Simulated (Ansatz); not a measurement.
PBE exchange is replaced step by step with exact exchange (0 % is PBE, 25 % PBE0; no dispersion term), basis def2-TZVP, Ansatz. System: Ge(OH)Cl3 (GeCl3OH). Total charge 0; singlet. Geometry: PBE0-D4/def2-SVP.

Geometry of the singlet:

| atom | x (Å) | y (Å) | z (Å) |
| --- | --- | --- | --- |
| Ge1 | 0.1476 | -0.2062 | 0.2003 |
| O2 | 0.0956 | 0.9632 | -1.0969 |
| H3 | -0.7950 | 1.2886 | -1.2789 |
| Cl4 | -1.0283 | -1.9236 | -0.2664 |
| Cl5 | -0.6016 | 0.6283 | 2.0149 |
| Cl6 | 2.1817 | -0.7504 | 0.4269 |

```tsv
exact exchange (%)	HOMO (eV)	LUMO (eV)	gap (eV)
0	-7.99	-2.77	5.22
5	-8.30	-2.58	5.72
10	-8.61	-2.38	6.22
15	-8.90	-2.18	6.72
25	-9.50	-1.78	7.72
35	-10.09	-1.37	8.72
```

Task: Fit a straight line to the column «gap (eV)» against the share of exact exchange and predict its value at 50 %.

Result: With x = exact exchange (%) and y = gap (eV): mean x = 15, mean y = 6.72; Σ(x − x̄)(y − ȳ) = 85, Σ(x − x̄)² = 850; slope b = 0.1, intercept a = ȳ − b·x̄ = 5.22. The residuals of the fitted rows reach 0.00. At x = 50 the line gives 5.22 + (0.1 × 50) = 10.22; the run gave 10.24, 0.02 more than the line.
